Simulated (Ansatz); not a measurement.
Ansatz (a first-principles code) input file for B(Br)2(OH) (BBr2HO), SMILES OB(Br)Br, PBE0-D3(BJ)/def2-SVP. 

Ansatz 0.2 input:
```yaml
crystal:
  periodic: [false, false, false]
  atoms:
    - {symbol: B, position_ang: [0.64436561, -0.01058796, 0.00000000]}
    - {symbol: Br, position_ang: [-0.31246905, 1.63497909, -0.00000000]}
    - {symbol: Br, position_ang: [-0.30063326, -1.63762930, 0.00000000]}
    - {symbol: O, position_ang: [1.96370738, -0.06996309, -0.00000000]}
    - {symbol: H, position_ang: [2.52709386, 0.70540206, 0.00000000]}
basis:
  gaussian:
    orbitals: def2-SVP
hamiltonian:
  xc: pbe0
  dispersion: d3bj
relax: {f_tol: 0.002, max_steps: 200}
```

It prints:

```
WARN ansatz: RAYON_NUM_THREADS=1 ignored (pool sized by the plan → 1); use --threads N
Functional definition: PBE0
integrals: 0.04 GiB planned
1018 factors; integrals over basis functions are off by at most 4.3e-4 eV
mean field: 0.50 GiB planned
mean field evaluation 1: about -142794.3453 eV, gradient 4.2e1 eV
mean field evaluation 2: about -142788.5903 eV, gradient 6.9e1 eV
mean field evaluation 4: about -142797.4063 eV, gradient 1.6e0 eV
mean field evaluation 8: about -142797.4409 eV, gradient 2.6e-1 eV
mean field evaluation 16: about -142797.4411 eV, gradient 5.2e-5 eV
mean field -142797.44105915 eV, -5247.7091673418 hartree, gradient 5.2e-5 eV, S^2 0.000000; 0 other end points of the search recorded, 0 dependent functions left out
the calculation of the forces begins
reference -142797.44108032 eV, -5247.7091681198 hartree; 42, 42 occupied and 55, 55 virtual orbitals, 1018 factors
relax step   1: F+E_penalty+E_count = -142797.55362181 eV  Δ(F+E_penalty+E_count) = +0.000e0 eV  max|allowed force component| = 8.265e-1 eV/Å  Δτ_max = 0.0000 Å  (27 SCF iters, accepted)
these checks for a lower state are left out or cut short: starts, cluster_reference, orbital_swaps, neighbouring_geometries, increment
integrals: 0.04 GiB planned
1018 factors; integrals over basis functions are off by at most 4.5e-4 eV
mean field: 0.50 GiB planned
mean field -142797.47277261 eV, -5247.7103327899 hartree, gradient 2.2e-5 eV, S^2 0.000000; 0 other end points of the search recorded, 0 dependent functions left out
the calculation of the forces begins
reference -142797.47279379 eV, -5247.7103335684 hartree; 42, 42 occupied and 55, 55 virtual orbitals, 1018 factors
relax step   2: F+E_penalty+E_count = -142797.58489207 eV  Δ(F+E_penalty+E_count) = -3.127e-2 eV  max|allowed force component| = 4.644e-1 eV/Å  Δτ_max = 0.0271 Å  (30 SCF iters, accepted)
these checks for a lower state are left out or cut short: starts, cluster_reference, orbital_swaps, neighbouring_geometries, increment
integrals: 0.04 GiB planned
1018 factors; integrals over basis functions are off by at most 4.6e-4 eV
mean field: 0.50 GiB planned
mean field evaluation 32: about -142797.4932 eV, gradient 2.2e-5 eV
mean field -142797.49323157 eV, -5247.7110846430 hartree, gradient 2.2e-5 eV, S^2 0.000000; 0 other end points of the search recorded, 0 dependent functions left out
the calculation of the forces begins
reference -142797.49325267 eV, -5247.7110854184 hartree; 42, 42 occupied and 55, 55 virtual orbitals, 1018 factors
relax step   3: F+E_penalty+E_count = -142797.60523648 eV  Δ(F+E_penalty+E_count) = -2.034e-2 eV  max|allowed force component| = 2.304e-1 eV/Å  Δτ_max = 0.0472 Å  (29 SCF iters, accepted)
these checks for a lower state are left out or cut short: starts, cluster_reference, orbital_swaps, neighbouring_geometries, increment
integrals: 0.04 GiB planned
1018 factors; integrals over basis functions are off by at most 4.8e-4 eV
mean field: 0.50 GiB planned
mean field -142797.49289798 eV, -5247.7110723837 hartree, gradient 2.3e-5 eV, S^2 0.000000; 0 other end points of the search recorded, 0 dependent functions left out
the calculation of the forces begins
reference -142797.49291896 eV, -5247.7110731545 hartree; 42, 42 occupied and 55, 55 virtual orbitals, 1018 factors
relax step   4: F+E_penalty+E_count = -142797.60531256 eV  Δ(F+E_penalty+E_count) = -7.608e-5 eV  max|allowed force component| = 5.373e-1 eV/Å  Δτ_max = 0.0407 Å  (30 SCF iters, accepted)
these checks for a lower state are left out or cut short: starts, cluster_reference, orbital_swaps, neighbouring_geometries, increment
integrals: 0.04 GiB planned
1018 factors; integrals over basis functions are off by at most 4.6e-4 eV
mean field: 0.50 GiB planned
mean field -142797.49934058 eV, -5247.7113091447 hartree, gradient 2.3e-5 eV, S^2 0.000000; 0 other end points of the search recorded, 0 dependent functions left out
the calculation of the forces begins
reference -142797.49936153 eV, -5247.7113099149 hartree; 42, 42 occupied and 55, 55 virtual orbitals, 1018 factors
relax step   5: F+E_penalty+E_count = -142797.61172848 eV  Δ(F+E_penalty+E_count) = -6.416e-3 eV  max|allowed force component| = 3.886e-2 eV/Å  Δτ_max = 0.0126 Å  (30 SCF iters, accepted)
these checks for a lower state are left out or cut short: starts, cluster_reference, orbital_swaps, neighbouring_geometries, increment
integrals: 0.04 GiB planned
1018 factors; integrals over basis functions are off by at most 4.6e-4 eV
mean field: 0.50 GiB planned
mean field -142797.49941967 eV, -5247.7113120514 hartree, gradient 2.6e-5 eV, S^2 0.000000; 0 other end points of the search recorded, 0 dependent functions left out
the calculation of the forces begins
reference -142797.49944063 eV, -5247.7113128217 hartree; 42, 42 occupied and 55, 55 virtual orbitals, 1018 factors
relax step   6: F+E_penalty+E_count = -142797.61182276 eV  Δ(F+E_penalty+E_count) = -9.428e-5 eV  max|allowed force component| = 7.329e-3 eV/Å  Δτ_max = 0.0034 Å  (25 SCF iters, accepted)
these checks for a lower state are left out or cut short: starts, cluster_reference, orbital_swaps, neighbouring_geometries, increment
integrals: 0.04 GiB planned
1018 factors; integrals over basis functions are off by at most 4.6e-4 eV
mean field: 0.50 GiB planned
mean field -142797.49942585 eV, -5247.7113122783 hartree, gradient 3.2e-5 eV, S^2 0.000000; 0 other end points of the search recorded, 0 dependent functions left out
the calculation of the forces begins
reference -142797.49944681 eV, -5247.7113130487 hartree; 42, 42 occupied and 55, 55 virtual orbitals, 1018 factors
relax step   7: F+E_penalty+E_count = -142797.61182683 eV  Δ(F+E_penalty+E_count) = -4.068e-6 eV  max|allowed force component| = 1.826e-4 eV/Å  Δτ_max = 0.0008 Å  (20 SCF iters, accepted)
integrals: 0.04 GiB planned
1018 factors; integrals over basis functions are off by at most 4.6e-4 eV
mean field: 0.50 GiB planned
mean field evaluation 64: about -142794.4806 eV, gradient 4.2e1 eV
mean field -142797.49942585 eV, -5247.7113122783 hartree, gradient 3.2e-5 eV, S^2 0.000000; 1 other end points of the search recorded, 0 dependent functions left out
the calculation of the forces begins
reference -142797.49944681 eV, -5247.7113130487 hartree; 42, 42 occupied and 55, 55 virtual orbitals, 1018 factors
Total energy: -142797.61184779 eV, -5247.7154437087 hartree
Atom 0 at     0.666869    -0.035926    -0.000000 Å, force     0.000183    -0.000035    -0.000000 eV/Å
Atom 1 at    -0.249820     1.658193     0.000000 Å, force     0.000123    -0.000127     0.000000 eV/Å
Atom 2 at    -0.326028    -1.664397     0.000000 Å, force    -0.000096     0.000033     0.000000 eV/Å
Atom 3 at     2.001525    -0.100217     0.000000 Å, force    -0.000102     0.000066     0.000000 eV/Å
Atom 4 at     2.429518     0.764549     0.000000 Å, force    -0.000108     0.000063    -0.000000 eV/Å
Dipole moment:     0.294131     0.278793     0.000000 e Å
```

The run converged.

Cost: very roughly 27 core-seconds.
